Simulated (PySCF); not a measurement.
Structure problem from calculated spectra and properties.

Elements present: C, H, N and Si. Monoisotopic mass: 114.0070 u.

| Property | Result |
| --- | --- |
| 13C NMR | chemical shifts (computed TMS as zero) by class: 99.9 (1 C), 92.7 (1 C) ppm [GIAO PBE0/pcSseg-1] |
| UV, first state | lowest singlet excitation: 5.36 eV (231 nm, f = 0.032) [TDDFT CAM-B3LYP/def2-SVPD] |
| Polarisability | 81.9 au [CAM-B3LYP/def2-SVPD] |
| Triplet | lowest triplet excitation (Tamm–Dancoff): 4.89 eV [TDA CAM-B3LYP/def2-SVPD] |
| NMR, other nuclei | isotropic shieldings of nuclei other than C and H, by class: 246 (2 N), 366 (1 Si), 387 (1 Si) ppm [GIAO PBE0/pcSseg-1] |
| Rotational structure | rotational constants A, B, C: 5.941, 1.418, 1.386 GHz [GFN2-xTB] |

The electronic properties come from PySCF, for the isolated species, density fitting. Levels stand in brackets. Isolated species at its GFN2-xTB geometry, gas phase. Each NMR value is the plain mean over a class of atoms that symmetry, rotation or inversion makes alike.

Q: Which formula fits the mass and the elements?

A: C2H6N2Si2 (calculated 114.0070). No other formula that holds each of these elements comes within 0.0003 u with a fitting electron parity and a possible valence count.

Q: What is the compound? Reason from the data.

A: Numbering: `[CH:1]#[C:2][SiH:3]1[NH:4][SiH2:5][NH:6]1`. Its formula, C2H6N2Si2, gives 3 degrees of unsaturation: 1 ring and 2 π bonds in the structure found. 2 carbons fall into 2 classes; from least to most shielded: terminal alkyne carbon [C1] (99.9 ppm), alkyne carbon [C2] (92.7 ppm). The other shieldings belong to: 246 ppm, nitrogen bridging silicon atoms [N4/N6]; 366 ppm, SiH2 silicon [Si5]; 387 ppm, SiH silicon [Si3]. The optimised geometry has point group Cs and is an asymmetric top. Structure: `C#C[SiH]1N[SiH2]N1`. The assignments are read from this structure; whether some other isomer fits the data as well wasn't checked.
